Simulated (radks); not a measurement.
Numerical settings for the chromium ion Cr3+, [Ar] 3d3. Calculated with a radial shooting solver on a logarithmic mesh with Libxc functionals: non-relativistic Kohn-Sham, r2SCAN, spin-polarised, spherical densities, point nucleus; open shells are filled with parallel spins first; meta-GGA in the generalised Kohn-Sham scheme. The defaults (mesh step 0.008 in ln r, mesh end at 40 bohr or more with all orbitals vanishing there, Anderson mixing 0.5 over 9 steps, residual threshold near 1e-9 with the energy settled to 1e-9 hartree or 1e-11 of itself, here a cap of 93 iterations) give E = -1042.343 hartree and 3d at -40.745 eV in 11 iterations. Run on one thread of a shared host, so times are rough (Arm Neoverse N1): 0.15 s of CPU time, 0.15 s wall, 11 iterations on 2476 mesh points. Changes against that run (0 stands for a change within the tolerance of the run):

setting                    iterations  converged  E (mhartree)  e(3d) (meV)  CPU (s)
mesh step in ln r 0.12              2         no      diverged            -     0.01
mesh step in ln r 0.02             11        yes             0            0     0.07
mesh step in ln r 0.003            11        yes             0            0     0.39
mesh end (bohr) 2                  10        yes     +1.46e+03    +1.61e+04     0.13
mesh end (bohr) 20                 11        yes             0            0     0.15
residual threshold 1e-05            9        yes             0       -0.224     0.13
residual threshold 0.1              9        yes             0       -0.224     0.13
mixing 0.05                        15        yes             0     -0.00446      0.2
linear mixing, mixing 1            50        yes             0      -0.0177     0.56
linear mixing, mixing 0.5          22        yes             0     -0.00786     0.25
mixing history 3                   12        yes             0      -0.0245     0.16
iteration cap 3                     3         no         +5.17    -1.37e+03     0.04

Settings that end as converged yet miss the energy by more than 1 mhartree: mesh end (bohr) 2 (+1.46 hartree). A mesh that ends early acts as a hard wall.
